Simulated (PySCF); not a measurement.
C$_{3}$H$_{10}$AlFN$_{2}$, singlet, at a GFN2-xTB geometry (such geometries of metal compounds can be far from the true shape), with bond 13-10 at 2.4 times its length. Base run: CASSCF(2,3)/STO-3G run with PySCF.

Here is a job for PySCF.
```python
from pyscf import gto, scf, mcscf
import numpy

mol = gto.Mole()
mol.atom = '''
    Al    0.447309   -0.461264    0.211679
    F     1.396182   -1.148526    1.376563
    N     0.568407   -1.211612   -1.400861
    C     0.023229   -0.992833   -2.731030
    H     1.181756   -2.022395   -1.405286
    H    -0.580213   -1.845356   -3.060282
    H     0.820585   -0.832232   -3.463956
    H    -0.611576   -0.110120   -2.724949
    N    -0.579640    0.932846    0.685815
    C    -1.503322    1.625218   -0.188204
    C    -0.556892    1.494015    2.026398
    H    -2.525779    1.582748    0.206664
    H    -0.839785    4.158544   -0.458630
    H    -1.492033    1.155958   -1.169123
    H    -0.245860    2.545453    2.008165
    H    -1.548212    1.439920    2.492073
    H     0.148074    0.931385    2.639021
'''
mol.basis = 'sto-3g'
mol.charge = 0
mol.spin = 0
mol.verbose = 4
mol.build()

mf = scf.RHF(mol)
mf.kernel()
mc = mcscf.CASSCF(mf, 3, 2)
mc.fix_spin_(ss=0.0)
mc.kernel()
occ = numpy.linalg.eigvalsh(mc.fcisolver.make_rdm1(mc.ci, mc.ncas, mc.nelecas))[::-1]
ss = mc.fcisolver.spin_square(mc.ci, mc.ncas, mc.nelecas)[0]
print('natural occupations', occ.round(4), ' <S^2>', round(ss, 4))
```

Each row names what was changed in the base input (with any setting that the change needs).

```
change                                            ΔE vs base (mEh)                           natural occupations  <S^2> of the state  core-seconds (rough)        outcome
------------------------------------------------  ----------------  --------------------------------------------  ------------------  --------------------  -------------
base                                                         0.000                                1.30 0.70 0.00                0.00                     2      converged
active space = 10 electrons, 9 orbitals                    -42.590  1.99 1.99 1.98 1.97 1.31 0.69 0.03 0.02 0.01                0.00                    20      converged
state_average = 2 states                                    15.345                                             -                   -                     2      converged
start = MP2 natural orbitals                                -0.004                                1.30 0.70 0.00                0.00                     3      converged
orbitals = fixed (CASCI)                                    23.133                                1.35 0.65 0.00                0.00                   0.9      converged
active space = 6 electrons, 8 orbitals                     -36.445       1.98 1.98 1.31 0.69 0.02 0.02 0.00 0.00                0.00                    10      converged
orbitals = fixed (CASCI); correction = SC-NEVPT2            -289.5                                1.35 0.65 0.00                0.00                     1      converged
conv_tol = 1e-5                                              0.000                                1.30 0.70 0.00                0.00                     2      converged
active space = 8 electrons, 6 orbitals                     -25.538                 2.00 1.99 1.98 1.32 0.69 0.02                0.00                    10      converged
active space = 4 electrons, 6 orbitals                           -                                             -                   -                     -  not converged
solver = newton                                              0.000                                1.30 0.70 0.00                0.00                     3      converged
```

Active orbitals are taken around the Fermi level unless the row says otherwise; CASSCF can end in different local minima, and two programs can end on different orbitals. State-averaged rows give the lowest state.
